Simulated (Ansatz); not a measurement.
Cl₂CrO₂ (SMILES [O]=[Cr](=[O])([Cl])[Cl]), singlet, at a GFN2-xTB geometry (such geometries of metal compounds can be far from the true shape); BHLYP/6-31G* (Ansatz, a quantum-chemistry and plane-wave program).

The Ansatz input:
Ansatz 0.2 input:
```yaml
crystal:
  periodic: [false, false, false]
  atoms:
    - {symbol: Cr, position_ang: [0.36161990, -0.06306063, 0.11655214]}
    - {symbol: O, position_ang: [1.44045237, -0.59234025, -0.86408389]}
    - {symbol: O, position_ang: [0.79045337, 0.20330658, 1.58311746]}
    - {symbol: Cl, position_ang: [-0.38616068, 1.66825371, -0.64495912]}
    - {symbol: Cl, position_ang: [-1.17419951, -1.39615227, 0.14204619]}
basis:
  gaussian:
    orbitals: 6-31G*
hamiltonian:
  xc: {name: BHLYP}
```

Output, abridged:

```
Functional definition: BHLYP
901 factors; integrals over basis functions are off by at most 7.1e-4 eV
mean field evaluation 1: about -57526.0491 eV, gradient 1.2e2 eV
mean field evaluation 2: about -57064.1523 eV, gradient 5.0e2 eV
mean field evaluation 4: about -57546.6516 eV, gradient 7.0e1 eV
mean field evaluation 8: about -57553.1785 eV, gradient 8.2e-1 eV
mean field evaluation 16: about -57553.4182 eV, gradient 1.4e-2 eV
mean field -57553.41816913 eV, -2115.0491066076 hartree, gradient 4.0e-5 eV, S^2 0.000000; 0 other end points of the search recorded, 0 dependent functions left out
reference -57553.41836937 eV, -2115.0491139661 hartree; 37, 37 occupied and 67, 67 virtual orbitals, 901 factors
Total energy: -57553.41836937 eV, -2115.0491139661 hartree
```
